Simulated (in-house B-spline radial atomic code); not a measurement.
Whole-atom quantities along the 63-electron series, configuration 1s2 2s2 2p6 3s2 3p6 3d10 4s2 4p6 4d10 4f5/2(6) 4f7/2(3) 5s2 5p6. Breit and QED terms are first order and not part of the total energy; the density at the nucleus is averaged over the nuclear charge. Computed with a B-spline radial code for spherical atoms: Dirac-Hartree-Fock, jj configuration that fills j = l - 1/2 first, finite nuclei.

```
 ion   Z  E/Z² (Eh)  Σ<r²> (bohr²)  n(0)/Z³ (bohr⁻³)  Lamb diamagnetic shielding (ppm)  repulsion over attraction  Breit energy (eV)  self-energy (eV)  vacuum polarisation (eV)
Tb2+  65    -2.7721          38.34             2.338                           7867.56                    0.14896             293.27            233.96                   -37.099
Dy3+  66    -2.7916         34.011            2.4029                           8046.64                    0.14782             309.13            247.57                   -39.807
Ho4+  67     -2.811         30.643            2.4941                            8226.6                    0.14658             325.63            261.81                   -42.702
```
